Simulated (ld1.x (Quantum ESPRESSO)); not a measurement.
## S: one change to a TM potential, before and after

S (Z = 16), norm-conserving Troullier–Martins (Kleinman–Bylander form), made with ld1.x (Quantum ESPRESSO) 7.5 (PBE, scalar-relativistic). Core [Ne], reference 3s2 3p4. Waves: 3s (bound): rc 1.10 bohr; 3p (bound): rc 1.15 bohr; 3d channel at 0.35 Ry: rc 0.95 bohr. Local part: the d channel. Core correction: none.

Change: all radii scaled by about 0.92 (s 1.02, p 1.06, d 0.88 bohr).

Cutoffs: the cutoffs (Ry, on a coarse ladder) from which the occupation-weighted sum of valence levels, in a spherical-Bessel basis at the reference potential, stays within 10 and 1 mRy of its value at 400 Ry; they do not see the model core or the augmentation charge, which bear on the density cutoff. Errors are all-electron minus pseudo energies relative to the spin-unpolarised reference configuration.

**Question.** How do hardness, ghosts and transferability respond?

**Answer.** The potential gets harder (90 Ry and 180 Ry → 110 Ry and 260 Ry); both files keep a bound ghost (s); of the 7 tests that both files solve, the error grows in 6 and shrinks in 0 by more than 15 % and 0.3 meV (median size 15.1 → 20.6 meV). A smaller radius makes the pseudo-wave follow the all-electron one further in, where it bends more sharply, so more plane waves are needed. That the errors move this way runs against the usual rule that smaller radii transfer better.

```csv
quantity,base,changed
"cutoff, loose",90 Ry,110 Ry
"cutoff, tight",180 Ry,260 Ry
loose cutoff by channel (10 mRy a level),"s 55 Ry, p 70 Ry","s 70 Ry, p 90 Ry"
bound ghosts,s,s
"error for 3s2 3p3, meV [ΔE 11.77 eV]",+2.5,+3.7
"error for 3s2 3p2, meV [ΔE 34.05 eV]",+12,+17
"error for 3s2 3p1, meV [ΔE 68.09 eV]",+23,+32
"error for 3s0 3p6, meV [ΔE 20.74 eV]",+19,+43
"error for 3s2 3p3.5, meV [ΔE 4.66 eV]",+0.5,+0.8
"error for 3s1 3p4, meV [ΔE 22.65 eV]",+15,+23
"error for 3s2 3p0, meV [ΔE 114.89 eV]",+23,+21
```

 A true bound ghost makes a file unfit for plane-wave use even where its test errors are small: the radial tests pick states by their node count and pass the ghost by.
